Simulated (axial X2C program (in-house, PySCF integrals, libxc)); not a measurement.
Levels of AlTe by electron attachment to AlTe⁺ (EOM-EA-CCSD)

Computed with an in-house all-electron X2C program for linear molecules (integrals from PySCF): two-component X2C with atomic mean-field Coulomb and Gaunt terms, Gaussian nuclei, basis Te dyall-acv3z, Al dyall-av3z with contracted cores.

R = 2.403 Å (near the PBE0 minimum at charge 0 of the determinant lowest at the starting distance; the state shown can have its own minimum elsewhere).

Levels of AlTe obtained by attaching an electron to AlTe⁺:

```csv
Ω,binding energy (eV),above lowest (cm⁻¹),attached spinor,one-particle weight
1/2,8.214,0,"30% Al pσ, 24% Te pσ, 20% Te pπ",0.94
1/2,5.309,23436,"63% Al pπ, 14% Te dπ, 9% Al dπ",0.90
```

This point took 38 s on 1 thread of Arm Neoverse V1, on a shared host.

Reference electrons by ω block (each with its −ω partner): 1/2: 21, 3/2: 9, 5/2: 2. 18 electrons of AlTe⁺ correlated (inner shells frozen), 84 natural virtual spinors (a truncated set); levels can be off by some tenths of an eV. Roots sought by Ω: (1/2: 5, 3/2: 4, 5/2: 2, 7/2: 1); the list ends where they run out and leaves out roots under 60 % one-particle weight. The solver can skip a root, and states that need a further excitation, which the method places far too high, are missing though they may lie low or lowest. T1 of the reference 0.023 (Lee–Taylor). The reference was not checked to be the lowest state of its species. Number of frozen shells: Te 4 s, 3 p, 1 d; Al 2 s, 1 p. Large amplitudes in the reference (orbital relaxation or multireference character) lower the reliability.
